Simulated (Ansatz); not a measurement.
def2 core potentials replace the inner electrons of Sb.

A geometry relaxed with B3LYP-D3(BJ)/def2-SVP (Ansatz, a quantum-chemistry and plane-wave program), charge 0, multiplicity 1:

```xyz
10

H     -0.2405     0.6252    -1.3753
H      1.5523    -1.7218    -0.1739
H     -2.6446    -0.0083    -1.3074
H      2.6142     1.5648     0.8838
O      1.8649     1.3415     0.3132
O      1.4607    -1.6303     0.7871
Sb     0.5916     0.1101     1.2597
C     -0.7069     0.2480    -0.4554
H     -2.4904    -0.4470     0.4901
C     -2.0013    -0.0823    -0.4221
```

Q: Write the SMILES of this molecule.

A: `C=[CH][Sb]([OH])[OH]`
